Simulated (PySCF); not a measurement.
**Ionisation energy of Ga⁺ by level of theory**

Ga⁺ [Ar] 3d10 4s2 (1S) → Ga²⁺ [Ar] 3d10 4s1 (2S), as a difference of total energies. Computed with PySCF 2.14 in aug-cc-pVTZ-PP with ECP10MDF, with scalar relativity through the core potential. Correlated levels: valence: 3s2 3p6 3d10 frozen. The calculations carry no spin-orbit coupling.

| method | ionisation energy (eV) | error (eV) |
| --- | --- | --- |
| UHF | 18.749 | -1.766 |
| LDA | 21.103 | +0.588 |
| PBE | 20.678 | +0.163 |
| PBE0 | 20.365 | -0.150 |
| r2SCAN | 20.482 | -0.033 |
| r2SCANh | 20.400 | -0.115 |
| wB97X-V | 20.332 | -0.183 |
| M06-2X | 20.391 | -0.124 |
| BP86 | 20.828 | +0.313 |
| MP2 (valence) | 19.474 | -1.041 |
| SCS-MP2 (valence) | 19.618 | -0.897 |

Reference: 20.515 eV (measured; NIST Atomic Spectra Database, ionization energies).

Errors of the correlated levels include the incompleteness of this basis and the frozen core.

MP2 underrates the near-degeneracy of ns² with np² in the lower species.
